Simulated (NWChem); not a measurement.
System: GaSiH5O; SMILES [SiH3][O][GaH2]

The following NWChem deck was run.

```
start job
memory heap 200 mb stack 900 mb global 1100 mb
geometry units angstroms noautoz
  Ga     0.049923    -1.215301    -0.016596
  H     -1.479317    -1.451373    -0.243396
  H      1.209796    -2.244299     0.139646
  O      0.576536     0.488550     0.082133
  Si     0.037347     2.049184     0.024982
  H      0.349999     2.746636     1.309803
  H     -1.444989     2.111187    -0.195314
  H      0.708512     2.782428    -1.091584
end
basis spherical
  * library 6-31g*
end
dft
  xc becke88 lyp
  iterations 150
  convergence energy 1d-9 density 1d-8 gradient 1d-7
  tolerances tight
end
task dft gradient
```

Parts of the log:

```
             Northwest Computational Chemistry Package (NWChem) 7.3.0
             --------------------------------------------------------

 C1  symmetry detected

                             Geometry "geometry" -> ""
                             -------------------------

 Output coordinates in angstroms (scale by  1.889725989 to convert to a.u.)

  No.       Tag          Charge          X              Y              Z
 ---- ---------------- ---------- -------------- -------------- --------------
    1 Ga                  31.0000    -0.03722670    -1.19664396     0.00003286
    2 H                    1.0000    -1.57910991    -1.45805867    -0.00127705
    3 H                    1.0000     1.14976638    -2.20639625     0.00128366
    4 O                    8.0000     0.47011340     0.51589296    -0.00041929
    5 Si                  14.0000    -0.09719515     2.06757922     0.00010068
    6 H                    1.0000     0.38530514     2.78908693     1.21730060
    7 H                    1.0000    -1.59661763     2.10494572    -0.00543709
    8 H                    1.0000     0.39450853     2.79313246    -1.21094385

 Effective nuclear repulsion energy (a.u.)     240.9029182210

                                 NWChem DFT Module
                                 -----------------

 Summary of "ao basis" -> "ao basis" (spherical)
 ------------------------------------------------------------------------------
       Tag                 Description            Shells   Functions and Types
 ---------------- ------------------------------  ------  ---------------------
 Ga                          6-31g*                 12       32   5s4p3d
 H                           6-31g*                  2        2   2s
 O                           6-31g*                  6       14   3s2p1d
 Si                          6-31g*                  8       18   4s3p1d

  itol2e modified to match energy
  convergence criterion.
  tol_rho modified to match energy
  convergence criterion.

            General Information
            -------------------
          SCF calculation type: DFT
          Wavefunction type:  closed shell.
          No. of atoms     :     8
          No. of electrons :    58
           Alpha electrons :    29
            Beta electrons :    29
          Charge           :     0
          Spin multiplicity:     1
          Use of symmetry is: off; symmetry adaption is: off
          Maximum number of iterations: 150
          AO basis - number of functions:    74
                     number of shells:    36
          Convergence on energy requested:  1.00D-09
          Convergence on density requested:  1.00D-08
          Convergence on gradient requested:  1.00D-07

              XC Information
              --------------
                    Becke 1988 Exchange Functional  1.000
              Lee-Yang-Parr Correlation Functional  1.000

             Grid Information
             ----------------
          Grid used for XC integration:  medium
          Radial quadrature: Mura-Knowles
          Angular quadrature: Lebedev.
          Tag              B.-S. Rad. Rad. Pts. Rad. Cut. Ang. Pts.
          ---              ---------- --------- --------- ---------
          Ga                  1.30      112          11.0       590
          H                   0.35       45          13.0       434
          O                   0.60       49           8.0       434
          Si                  1.10       88          12.0       590
          Grid pruning is: on
          Number of quadrature shells:   474
          Spatial weights used:  Erf1

      Superposition of Atomic Density Guess
      -------------------------------------

 Sum of atomic energies:       -2289.00822076

      Non-variational initial energy
      ------------------------------

 Total energy =   -2289.682430
 1-e energy   =   -3670.014060
 2-e energy   =    1139.428712
 HOMO         =      -0.352121
 LUMO         =      -0.001146

   convergence    iter        energy       DeltaE   RMS-Dens  Diis-err
 ---------------- ----- ----------------- --------- --------- ---------
 d= 0,ls=0.0,diis     1  -2292.2516527129 -2.53D+03  3.05D-02  7.58D-01
 d= 0,ls=0.0,diis     2  -2291.3742725285  8.77D-01  2.29D-02  8.28D+00
 d= 0,ls=0.0,diis     3  -2292.3437036792 -9.69D-01  3.02D-03  6.15D-02
 d= 0,ls=0.0,diis     4  -2292.3471849178 -3.48D-03  1.06D-03  3.77D-02
 d= 0,ls=0.0,diis     5  -2292.3491876239 -2.00D-03  3.64D-04  8.78D-04
 d= 0,ls=0.0,diis     6  -2292.3492788730 -9.12D-05  6.72D-05  2.86D-05
 d= 0,ls=0.0,diis     7  -2292.3492825039 -3.63D-06  1.81D-05  1.61D-06
 d= 0,ls=0.0,diis     8  -2292.3492827586 -2.55D-07  4.04D-06  4.88D-08
 d= 0,ls=0.0,diis     9  -2292.3492827659 -7.28D-09  7.74D-07  2.22D-09
 d= 0,ls=0.0,diis    10  -2292.3492827663 -4.07D-10  1.38D-07  5.18D-11
 d= 0,ls=0.0,diis    11  -2292.3492827663 -1.96D-11  3.24D-08  2.33D-12
 d= 0,ls=0.0,diis    12  -2292.3492827663  1.82D-12  5.88D-09  1.19D-13

[...]

                         DFT ENERGY GRADIENTS

    atom               coordinates                        gradient
                 x          y          z           x          y          z
   1 Ga     -0.070348  -2.261329   0.000062    0.004598   0.010095   0.000008
   2 H      -2.984085  -2.755331  -0.002413    0.005275   0.000843   0.000002
   3 H       2.172743  -4.169484   0.002426   -0.004046   0.002850  -0.000006
   4 O       0.888386   0.974896  -0.000792   -0.010937  -0.006765  -0.000001
   5 Si     -0.183672   3.907158   0.000190    0.004835  -0.004302  -0.000007
   6 H       0.728121   5.270610   2.300365   -0.000437  -0.000778  -0.000779
   7 H      -3.017170   3.977771  -0.010275    0.001155  -0.001170   0.000004
   8 H       0.745513   5.278255  -2.288352   -0.000444  -0.000774   0.000780
```

Level: BLYP/6-31G* (spherical d). All runs use the structure optimised with PBE0/def2-SVP.
